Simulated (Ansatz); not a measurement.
Ge5Se. The state is a singlet with charge 0. Geometry r2SCAN-D4/def2-SVP.

```tsv
atom	x (Å)	y (Å)	z (Å)
Ge1	0.414	-0.290	1.850
Ge2	2.442	0.639	1.094
Ge3	0.910	0.504	-0.692
Ge4	-1.639	-0.385	-0.917
Ge5	-0.359	0.512	-2.679
Se6	-1.768	-0.980	1.346
```

The restricted singlet is unstable towards broken spin symmetry in Hartree–Fock (as tested in another run); at PBE-D4/def2-TZVP, r2SCAN-D4/def2-TZVP, PBE0-D4/def2-TZVP, BHLYP-D4/def2-TZVP this wasn't settled. Another isomer (singlet) lies 1.04 eV lower at PBE0-D4/def2-TZVP; other spin states weren't run for this one.

**Question.** Estimate the orbital energies around the gap (eV) in Ansatz with PBE-D4/def2-TZVP, r2SCAN-D4/def2-TZVP, PBE0-D4/def2-TZVP, BHLYP-D4/def2-TZVP.

**Answer.** 
```tsv
orbital	PBE-D4/def2-TZVP	r2SCAN-D4/def2-TZVP	PBE0-D4/def2-TZVP	BHLYP-D4/def2-TZVP
HOMO−5	-7.32	-7.70	-8.36	-9.04
HOMO−4	-7.28	-7.61	-8.24	-8.98
HOMO−3	-6.46	-6.77	-7.33	-7.96
HOMO−2	-5.84	-6.09	-6.61	-7.22
HOMO−1	-5.73	-6.04	-6.58	-7.06
HOMO	-5.03	-5.28	-5.75	-6.23
LUMO	-3.21	-3.27	-2.70	-1.98
LUMO+1	-2.99	-2.99	-2.38	-1.56
LUMO+2	-2.55	-2.58	-1.96	-1.17
LUMO+3	-2.54	-2.57	-1.94	-1.14
LUMO+4	-2.27	-2.17	-1.55	-0.65
LUMO+5	-1.93	-1.88	-1.26	-0.40
```
